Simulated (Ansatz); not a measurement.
C$_{4}$H$_{12}$Sn, SMILES `C[C](C)(C)[SnH3]` at its PBE0-D4/def2-TZVP geometry, where that method's forces vanish. Total charge 0; spin multiplicity 1. Sn takes the def2 core potential.

```xyz
17

C    -1.0981   -0.9428    0.6710
C     0.0651   -0.1695    0.0647
C     0.6576   -0.9469   -1.1028
C     1.1329    0.0817    1.1210
Sn   -0.6678    1.7442   -0.6650
H    -1.8853   -1.1416   -0.0617
H    -0.7476   -1.9141    1.0457
H    -1.5488   -0.4122    1.5145
H     1.4978   -0.4195   -1.5631
H     1.0333   -1.9183   -0.7538
H    -0.0834   -1.1457   -1.8822
H     1.9855    0.6364    0.7192
H     1.5156   -0.8749    1.5017
H     0.7410    0.6390    1.9765
H    -1.3280    2.6516    0.6288
H     0.6141    2.6354   -1.3689
H    -1.8839    1.4973   -1.8454
```

(1) What forces (eV/Å) does r2SCAN-D4/def2-TZVPP give on these atoms in Ansatz? (An estimate is asked.)

Answers

(1) The calculation gave: 
```
C1  -0.126 -0.049  0.050
C2   0.001 -0.006  0.001
C3   0.049 -0.051 -0.127
C4   0.095  0.055  0.094
Sn5 -0.036  0.098 -0.035
H6   0.008 -0.001  0.008
H7   0.007  0.000 -0.001
H8   0.005 -0.008 -0.006
H9  -0.007 -0.008  0.005
H10 -0.001  0.000  0.006
H11  0.008 -0.001  0.008
H12 -0.006 -0.008  0.005
H13 -0.004 -0.005 -0.004
H14  0.005 -0.008 -0.007
H15  0.003 -0.004 -0.007
H16 -0.006 -0.004  0.004
H17  0.007  0.000  0.006
```
